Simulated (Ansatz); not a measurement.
A run on `[NH2][Zn][CH2]O` with other settings.

```yaml
crystal:
  periodic: [false, false, false]
  atoms:
    - {symbol: N, position_ang: [-0.756682, 2.354569, 0.291852]}
    - {symbol: Zn, position_ang: [-0.144038, 0.644148, 0.178358]}
    - {symbol: C, position_ang: [0.578427, -1.164694, 0.174848]}
    - {symbol: O, position_ang: [0.100199, -1.833316, -0.990523]}
    - {symbol: H, position_ang: [-1.742347, 2.508194, 0.448483]}
    - {symbol: H, position_ang: [-0.436074, 3.031348, -0.385515]}
    - {symbol: H, position_ang: [1.676650, -1.124995, 0.189488]}
    - {symbol: H, position_ang: [0.269763, -1.688743, 1.090263]}
    - {symbol: H, position_ang: [0.454111, -2.726521, -0.997265]}
basis:
  gaussian: {orbitals: def2-SVP}
magnetization: {spin_polarized: false, initial_magnetization: 2}
hamiltonian: {xc: {name: PBEsol}}
scf: {lower_state_search: light}
```

```sh
$ ansatz run in.yaml --threads 4 --pin off --events-out ev --progress --plain --max-ram 10444MiB
```

It prints (some lines left out):

```
Functional definition: PBEsol
1121 factors; their error is unknown
mean field evaluation 1: about -52958.9707 eV, gradient 1.3e2 eV
mean field evaluation 2: about -52777.3858 eV, gradient 2.5e2 eV
mean field evaluation 4: about -52985.5925 eV, gradient 4.0e1 eV
mean field evaluation 8: about -52989.4045 eV, gradient 2.1e1 eV
mean field evaluation 16: about -52990.9906 eV, gradient 1.1e1 eV
mean field evaluation 32: about -52991.6828 eV, gradient 1.7e-1 eV
mean field evaluation 96: about -52990.5765 eV, gradient 8.6e-1 eV
mean field evaluation 128: about -52991.6821 eV, gradient 2.7e-1 eV
mean field -52991.68344995 eV, -1947.4084477325 hartree, gradient 2.6e-6 eV, S^2 2.000000; 8 other end points of the search recorded, 0 dependent functions left out
reference -52991.68350896 eV, -1947.4084499010 hartree; 29, 27 occupied and 69, 71 virtual orbitals, 1121 factors
Total energy: -52991.68350896 eV, -1947.4084499010 hartree
```

Run time 11 s (4 threads of an Arm Neoverse V2 on a shared host); peak host memory 0.23 GiB.
